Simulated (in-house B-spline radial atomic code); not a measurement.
Configurations of Br4+, with energies counted from [Ar] 3d10 4s2 4p1. Level of theory: non-relativistic PBE0, spin-polarised, spherical fractional occupations, exact exchange averaged over the configuration, point nucleus; calculated with a B-spline radial code for spherical atoms. Shells without spins written out take the highest spin.

Occupations are held fixed; configurations that lie above the ionisation limit could autoionise.

```
        configuration  E - E(ref) (eV)  highest orbital  its <r> (bohr)
    [Ar] 3d10 4s2 5s1           25.831            5s up           3.174
[Ar] 3d10 4s1 4p1 5s1           38.046            5s up           3.142
[Ar] 3d10 4s1 4p1 5f1           56.486            5f up           5.655
 [Ar] 3d9 4s2 4p1 5s1           102.69            5s up           3.083
```

Problem. Order these further configurations by energy, lowest first.
A. [Ar] 3d9 4s2 4p1 4d1
B. [Ar] 3d10 4s2 4f1
C. [Ar] 3d9 4s2 4p1 5d1
D. [Ne] 3s2 3p5 3d10 4s2 4p1 5s1
E. [Ne] 3s2 3p5 3d10 4s2 4p1 4d1

Solution. B (36.302 eV), A (96.219 eV), C (114.94 eV), E (202.92 eV), D (209.37 eV).
